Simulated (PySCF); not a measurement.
## RbZn: script and output

File input.py (PySCF 2.14):

```python
from pyscf import gto, dft

mol = gto.M(
    atom='Rb 0 0 0; Zn 0 0 3.25',
    basis='def2-svp',
    ecp={'Rb': 'def2-svp'},
    charge=0,
    spin=3,
    verbose=4,
)
mf = dft.UKS(mol, xc='b3lyp')
mf.kernel()
mf.dip_moment()
print('orbital energies (hartree):', [e[max(0, n-3):n+3].round(4) for e, n in zip(mf.mo_energy, mol.nelec)])
```

```bash
$ python input.py
```

It prints (some set-up lines and the per-cycle HOMO/LUMO lines with their warnings removed):

```
PySCF version 2.14.0

[INPUT] verbose = 4
[INPUT] num. atoms = 2
[INPUT] num. electrons = 39
[INPUT] charge = 0
[INPUT] spin (= nelec alpha-beta = 2S) = 3
[INPUT] symmetry False subgroup None
[INPUT] Mole.unit = angstrom
[INPUT] Symbol           X                Y                Z      unit          X                Y                Z       unit  Magmom
[INPUT]  1 Rb     0.000000000000   0.000000000000   0.000000000000 AA    0.000000000000   0.000000000000   0.000000000000 Bohr   0.0
[INPUT]  2 Zn     0.000000000000   0.000000000000   3.250000000000 AA    0.000000000000   0.000000000000   6.141609904836 Bohr   0.0

nuclear repulsion = 43.9624144456615
number of shells = 21
number of NR pGTOs = 108
number of NR cGTOs = 55
basis = def2-svp
ecp = {'Rb': 'def2-svp'}

******** <class 'pyscf.dft.uks.UKS'> ********
method = UKS
initial guess = minao
damping factor = 0
level_shift factor = 0
DIIS = <class 'pyscf.scf.diis.CDIIS'>
diis_start_cycle = 1
diis_space = 8
diis_damp = 0
SCF conv_tol = 1e-09
SCF conv_tol_grad = None
SCF max_cycles = 50
direct_scf = True
direct_scf_tol = 1e-13
number electrons alpha = 21  beta = 18
XC library pyscf.dft.libxc version 7.0.0
    S. Lehtola, C. Steigemann, M. J.T. Oliveira, and M. A.L. Marques.,  SoftwareX 7, 1–5 (2018)
XC functionals = b3lyp
    P. J. Stephens, F. J. Devlin, C. F. Chabalowski, and M. J. Frisch.,  J. Phys. Chem. 98, 11623 (1994)
radial grids:
    Treutler-Ahlrichs [JCP 102, 346 (1995); DOI:10.1063/1.469408] (M4) radial grids

becke partition: Becke, JCP 88, 2547 (1988); DOI:10.1063/1.454033
pruning grids: <function nwchem_prune>
grids dens level: 3
symmetrized grids: False
atomic radii adjust function: <function treutler_atomic_radii_adjust>
small_rho_cutoff = 0
Set gradient conv threshold to 3.16228e-05
tot grids = 42552
init E= -1800.08382233566

cycle= 1 E= -1803.04840188414  delta_E= -2.96  |g|= 0.283  |ddm|= 2.35

cycle= 2 E= -1803.05017942106  delta_E= -0.00178  |g|= 0.343  |ddm|= 2.34

cycle= 3 E= -1803.12697176196  delta_E= -0.0768  |g|= 0.0619  |ddm|= 1.14

cycle= 4 E= -1803.12821602985  delta_E= -0.00124  |g|= 0.0104  |ddm|= 0.161

cycle= 5 E= -1803.12831274282  delta_E= -9.67e-05  |g|= 0.00577  |ddm|= 0.0805

cycle= 6 E= -1803.128371899  delta_E= -5.92e-05  |g|= 0.00043  |ddm|= 0.0393

cycle= 7 E= -1803.12837273958  delta_E= -8.41e-07  |g|= 0.000169  |ddm|= 0.00538

cycle= 8 E= -1803.12837283902  delta_E= -9.94e-08  |g|= 6.65e-05  |ddm|= 0.00151

cycle= 9 E= -1803.12837285748  delta_E= -1.85e-08  |g|= 1.52e-05  |ddm|= 0.000918

cycle= 10 E= -1803.12837285798  delta_E= -4.99e-10  |g|= 1.49e-06  |ddm|= 0.000132

Extra cycle  E= -1803.128372858  delta_E= -2.18e-11  |g|= 1.01e-06  |ddm|= 2.33e-05
converged SCF energy = -1803.128372858  <S^2> = 3.7504283  2S+1 = 4.0002141
Dipole moment(X, Y, Z, Debye):  0.00000, -0.00000, -1.27563
orbital energies (hartree): [array([-0.2976, -0.1125, -0.0964, -0.0556, -0.0366, -0.0084]), array([-0.4956, -0.4935, -0.4926, -0.1842, -0.0591, -0.0299])]
```

In short: E(SCF) = -1803.128373 Eh, 10 cycles, ⟨S²⟩ = 3.750, μz(SCF) = -1.28 D.

Wall time 5.5 s on one thread of a shared host.

At this level another spin lies lower. The bond length is a typed value, not an optimised one. No search for the lowest solution was made.
